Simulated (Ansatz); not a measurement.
`N=C(I)O[SiH3]`, charge 0, multiplicity 1.

(1) Give a relaxed structure at PBE0-D4/def2-TZVP (Ansatz 0.2.0). (An estimate is asked.)

## Answers

(1) The calculation gave: 
Cartesian coordinates in Å:
```
N -0.102 1.182 -1.430
C 0.149 1.305 -0.212
I 0.575 3.219 0.554
O 0.201 0.394 0.762
Si -0.077 -1.247 0.545
H -0.297 0.221 -1.714
H 0.093 -1.830 1.890
H 0.909 -1.792 -0.420
H -1.451 -1.453 0.025
```
Point group Cs.
This is one stationary point; other conformers may exist.
